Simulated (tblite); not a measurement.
`CC1C[C@H]2[C@](C=1)(N)[CH]2` [radical] (doublet state). Computed geometry: GFN2-xTB, gas phase. This method treats the open shell by occupation alone, without spin polarisation.

```
atom  x, y, z in Å
C1    -2.3947   -0.8760   -0.5315
C2    -1.0426   -0.3333   -0.2256
C3     0.0958   -1.0109   -0.1166
C4     1.2683   -0.1412    0.1250
N5     2.2638   -0.6063    1.0298
C6     1.5672    0.8884   -0.8783
C7     0.6609    1.3073    0.1919
C8    -0.8373    1.1417   -0.0043
H9    -3.0925   -0.6213    0.2660
H10   -2.3603   -1.9568   -0.6389
H11   -2.7774   -0.4437   -1.4557
H12    0.2081   -2.0789   -0.1997
H13    3.1794   -0.2195    0.8345
H14    2.3087   -1.6165    1.0623
H15    2.5477    1.3189   -1.0052
H16    0.9736    2.0520    0.9171
H17   -1.1867    1.7199   -0.8634
H18   -1.3908    1.4825    0.8745
```

What is the longest distance between nuclei?

H11···H13, 6.39 Å; the next longest distance is 6.31 Å.

How far are the heavy atoms from their best plane (unweighted least squares)?

0.435 Å rms; C1 0.12, C2 0.01, C3 0.25, C4 0.08, N5 0.49, C6 0.91, C7 0.39, C8 0.47 Å (magnitudes).

Work out the bond lengths C1–C2, C1–H11, C2–C8, C3–C4, C4–N5, C4–C7, N5–H13, C8–H17 in bohr.

For C1–C2 the difference vector is (1.3521, 0.5427, 0.3059) Å, of length 1.4887 Å. 1 bohr = 0.529177 Å. C1–C2 2.813; C1–H11 2.059; C2–C8 2.845; C3–C4 2.796; C4–N5 2.690; C4–C7 2.971; N5–H13 1.914; C8–H17 2.065 bohr.

Give the dihedral angles N5–C4–C6–H15, N5–C4–C6–C7, H11–C1–C2–C3, N5–C4–C7–C8, C6–C7–C8–H18, H11–C1–C2–C8.

N5–C4–C6–H15 2° (synperiplanar); N5–C4–C6–C7 -112° (anticlinal); H11–C1–C2–C3 -119° (anticlinal); N5–C4–C7–C8 -137° (anticlinal); C6–C7–C8–H18 179° (antiperiplanar); H11–C1–C2–C8 61° (synclinal). Dihedral signs follow IUPAC: positive where, seen along the central bond, the front bond turns clockwise onto the rear one.

Where is the centre of mass (commonest isotopes), and what is the radius of gyration?

Mass 108.081 u; centre at (0.203, 0.026, -0.028) Å; Rg = √(Σ m r²/M) = 1.910 Å. As Ia + Ib + Ic = 2 Σ m r², the three principal moments sum to 788.7 u·Å².

How far apart are these pairs, which share no bond: C1···H18, C2···H15, C4···H10, N5···H17, C8···H16?

C1···H18 2.924 Å (3 bonds apart); C2···H15 4.028 Å (4 bonds apart); C4···H10 4.129 Å (4 bonds apart); N5···H17 4.572 Å (4 bonds apart); C8···H16 2.226 Å (2 bonds apart).

What is the repulsion energy of the bare nuclei, Σ ZA·ZB/RAB?

362.16 Eh over 153 pairs, with full nuclear charges and distances in bohr; the largest single term is 15.61 Eh (C4 with N5).

What are the angles C2–C1–H11, C1–C2–C8, C4–C3–H12, H13–N5–H14, C8–C7–H16, C4–C7–H16?

From the scalar product of the two bond vectors; for C2–C1–H11 it is -0.5656 Å² over 1.4887 × 1.0897 Å², cos θ = -0.3486. C2–C1–H11 110.4°; C1–C2–C8 120.7°; C4–C3–H12 120.8°; H13–N5–H14 110.3°; C8–C7–H16 116.4°; C4–C7–H16 123.3°.

Write the matrix of distances between heavy atoms (Å, lower triangle).

```
C1    0.000
C2    1.489  0.000
C3    2.528  1.329  0.000
C4    3.793  2.345  1.480  0.000
N5    4.921  3.547  2.486  1.423  0.000
C6    4.351  2.955  2.520  1.468  2.522  0.000
C7    3.824  2.402  2.406  1.572  2.633  1.464  0.000
C8    2.603  1.506  2.349  2.469  3.707  2.571  1.520  0.000
```

Its GFN2-xTB frequencies are all real (lowest 112 cm⁻¹).

Hardware: an Arm Neoverse V2 with one thread, shared host with 32 logical CPUs at a one-minute load of 24. Cost: 0.43 s of wall time. That covers the optimisation of the geometry.

One conformer stands for the species.
